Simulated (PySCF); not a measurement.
Dibutylamine, C₈H₁₉N.
Geometry (PBE0-D3(BJ)/def2-SVP, Å), atoms numbered from 1 in this order:
```xyz
28
C8H19N angstrom
C      4.3766    0.9610    0.3603
C      3.9183   -0.4823    0.2035
C      2.5392   -0.6488   -0.4261
C      1.3891   -0.0995    0.4025
N      0.1150   -0.4059   -0.2037
C     -1.0282    0.1167    0.5043
C     -2.3282   -0.2223   -0.2035
C     -3.5701    0.2554    0.5349
C     -4.8653   -0.0754   -0.1890
H      3.7335    1.5273    1.0514
H      5.4036    1.0140    0.7530
H      4.3642    1.4890   -0.6073
H      4.6519   -1.0279   -0.4132
H      3.9287   -0.9825    1.1884
H      2.3369   -1.7164   -0.6111
H      2.5327   -0.1606   -1.4193
H      1.4143   -0.5625    1.4065
H      1.5285    0.9925    0.5739
H      0.1050   -0.0687   -1.1651
H     -0.9734    1.2197    0.6655
H     -1.0388   -0.3273    1.5166
H     -2.3149    0.2214   -1.2170
H     -2.3689   -1.3148   -0.3530
H     -3.5031    1.3462    0.6951
H     -3.5853   -0.1929    1.5442
H     -4.9751   -1.1623   -0.3331
H     -5.7455    0.2768    0.3699
H     -4.8963    0.3916   -1.1866
```

Computed with PySCF at PBE0/pcSseg-1, non-relativistic, on one gas-phase PBE0-D3(BJ)/def2-SVP geometry that isn't relaxed in the solvent. The solvent is an IEF-PCM continuum (cavity from Bondi-type radii × 1.2). Only the electrostatic response of the medium enters.

```json
{"run": "gas", "E − E(gas) (kJ/mol)": "0.00", "HOMO (eV)": "-6.26", "HOMO–LUMO gap (eV)": "7.77", "dipole (D)": "0.81"}
{"run": "P", "E − E(gas) (kJ/mol)": "-13.16", "HOMO (eV)": "-6.33", "HOMO–LUMO gap (eV)": "7.99", "dipole (D)": "1.25"}
{"run": "Q", "E − E(gas) (kJ/mol)": "-9.13", "HOMO (eV)": "-6.29", "HOMO–LUMO gap (eV)": "7.92", "dipole (D)": "1.07"}
```

Problem. The runs were made in acetonitrile and chloroform. Which run belongs to which solvent?

Solution. P = acetonitrile, Q = chloroform. The dielectric constants are 4.711 (chloroform), 35.69 (acetonitrile), and the energy falls further as ε rises. In this model the ground state sees the solvent through ε alone.

Problem. How constant is the ratio of the lowering to (ε − 1)/(2ε + 1)?

Solution. 
```json
{"solvent": "chloroform", "(ε − 1)/(2ε + 1)": "0.356", "E − E(gas) (kJ/mol)": "-9.13", "ratio (kJ/mol)": "-25.6", "polarisation term (kJ/mol)": "-9.79"}
{"solvent": "acetonitrile", "(ε − 1)/(2ε + 1)": "0.479", "E − E(gas) (kJ/mol)": "-13.16", "ratio (kJ/mol)": "-27.5", "polarisation term (kJ/mol)": "-14.71"}
```

The ratio changes by +7.1 % in size from chloroform to acetonitrile. The polarisation term is half the interaction of the solute with the induced surface charges.

The run took 61 s wall on an Arm Neoverse V2 with one thread, no GPU, shared host. This is the whole shielding run at PBE0/pcSseg-1 in acetonitrile, SCF included.
